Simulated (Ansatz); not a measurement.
This geometry of C₃H₇BO (12 atoms, charge 0, multiplicity 1) is a first-order saddle point.

Level of theory: RKS r2SCAN-D4/6-31G (Ansatz 0.2.0).

```xyz
12
Properties=species:S:1:pos:R:3
C -1.681 0.089 0.750
B -0.177 0.351 1.122
C 1.029 0.082 0.197
C 0.892 -0.397 -1.058
O 1.971 -0.718 -1.886
H -2.116 -0.613 1.480
H -2.260 1.018 0.875
H -1.878 -0.304 -0.255
H 0.047 0.800 2.218
H 2.050 0.274 0.535
H -0.077 -0.652 -1.489
H 2.276 0.015 -2.455
```

Q: Which two structures does it join? (They come from a converged band through this point; their orientation in space is the band's.)

A: No bond is made or broken. The dihedral C3–C4–O5–H12 goes from -180 to 0°.

First end point:

```xyz
12
Properties=species:S:1:pos:R:3
C -1.668 0.060 0.704
B -0.182 0.277 1.179
C 1.062 0.138 0.297
C 0.985 -0.194 -1.013
O 2.112 -0.316 -1.799
H -2.142 -0.716 1.326
H -2.252 0.974 0.897
H -1.816 -0.217 -0.348
H -0.019 0.578 2.336
H 2.065 0.303 0.693
H 0.036 -0.382 -1.517
H 1.896 -0.560 -2.720
```

Last end point:

```xyz
12
Properties=species:S:1:pos:R:3
C -1.701 0.060 0.719
B -0.186 0.255 1.097
C 0.993 0.093 0.134
C 0.826 -0.243 -1.171
O 1.815 -0.410 -2.110
H -2.147 -0.705 1.374
H -2.256 0.985 0.943
H -1.915 -0.219 -0.320
H 0.062 0.557 2.238
H 2.019 0.248 0.486
H -0.140 -0.422 -1.630
H 2.705 -0.254 -1.725
```

Q: How far does it lie above each of them?

A: 0.34 eV above the first and 0.45 eV above the second. This is the barrier of this one path; another mechanism may lie lower. Limits of this set-up: no polarisation functions.

Run time: 3.9 min on 1 thread of Arm Neoverse V2 (shared host), peak memory 0.14 GiB.
